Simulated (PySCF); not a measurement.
## Telling isomers of C5H6O4Si apart by NMR

PySCF calculation with PBE0/pcSseg-1 with gauge-including orbitals and geometry: GFN2-xTB; no solvent model, single conformer, averaged over atoms made equivalent by symmetry, fast rotation or ring inversion, non-relativistic.

Chemical shifts δ = σref − σ; TMS for 1H (σ = 31.72 ppm) and 13C (σ = 186.93 ppm), all at this level. Where no couplings were computed, multiplicities follow the n + 1 count of equivalent neighbours, and m marks all less simple cases (inequivalent or close neighbours, rings, F or P nearby). Acid and N–H amide carbonyl carbons lie up to 10 ppm further downfield in solution (hydrogen bonding). Shifts are as computed. Against solution values, carbons near 30 ppm lie about +3 ppm off and those near 130 ppm about +5 ppm. Of 1309 compounds with measured shifts, 239 miss one by over three times the rms of a fit or turn the order of signals round; such compounds aren't used in these exercises. OH and NH positions are gas-phase values without hydrogen bonding to other molecules.

(1) Tabulate the signals of `C=C[Si]1(C)OC(=O)C(=O)O1`, `C#CC(=O)O[Si@H](C)C(=O)O`, `C#CC(=O)O[Si@H](C)OC=O`, `O=C=C(C=O)[C@@H]([SiH3])OC=O` and their relative energies.

(2) What is the quickest way to tell C#CC(=O)O[Si@H](C)C(=O)O from C#CC(=O)O[Si@H](C)OC=O?

(3) What is the quickest way to tell C=C[Si]1(C)OC(=O)C(=O)O1 from O=C=C(C=O)[C@@H]([SiH3])OC=O?

(4) What is the quickest way to tell C=C[Si]1(C)OC(=O)C(=O)O1 from C#CC(=O)O[Si@H](C)C(=O)O?

Answers

(1) 
```tsv
SMILES	carbon types	δC	δH	E rel. (kcal/mol)
C=C[Si]1(C)OC(=O)C(=O)O1	2×C 1×CH 1×CH2 1×CH3	157.6, 149.7, 135.4, 0.9	6.81 (m, 1H), 6.58 (m, 1H), 6.20 (m, 1H), 0.68 (s, 3H)	0.0
C#CC(=O)O[Si@H](C)C(=O)O	3×C 1×CH 1×CH3	183.0, 157.8, 83.7, 79.5, -3.2	6.84 (br s, 1H), 5.40 (q, 1H), 2.38 (s, 1H), 0.69 (d, 3H)	58.8
C#CC(=O)O[Si@H](C)OC=O	2×C 2×CH 1×CH3	165.6, 157.8, 84.0, 79.4, 0.1	8.05 (s, 1H), 5.67 (q, 1H), 2.41 (s, 1H), 0.75 (d, 3H)	37.1
O=C=C(C=O)[C@@H]([SiH3])OC=O	2×C 3×CH	206.6, 185.2, 164.3, 61.3, 58.4	9.90 (s, 1H), 8.11 (s, 1H), 5.65 (q, 1H), 4.00 (d, 3H)	87.6
```

Energies are electronic energies at PBE0/pcSseg-1 on these geometries, without zero-point or thermal terms, each for the one conformer computed, which needn't be the lowest.

(2) Both give the same number of carbon signals, but DEPT or the intensities differ. The first has a carbonyl carbon (C) at 183.0 ppm, the second a carbonyl carbon (CH) at 165.6 ppm. In the proton spectra the most deshielded non-exchanging signals are 5.40 (q, 1H) and 8.05 (s, 1H).

(3) Count the carbon signals: 4 against 5. The first has a terminal =CH2 carbon at 149.7 ppm, the second an allylic sp3 CH bonded to O and Si at 61.3 ppm. Their most deshielded carbons lie at 157.6 and 206.6 ppm. In the proton spectra the most deshielded non-exchanging signals are 6.81 (m, 1H) and 9.90 (s, 1H).

(4) Count the carbon signals: 4 against 5. The first has a terminal =CH2 carbon at 149.7 ppm, the second an alkyne carbon (C) at 79.5 ppm. Their most deshielded carbons lie at 157.6 and 183.0 ppm. In the proton spectra the most deshielded non-exchanging signals are 6.81 (m, 1H) and 5.40 (q, 1H).
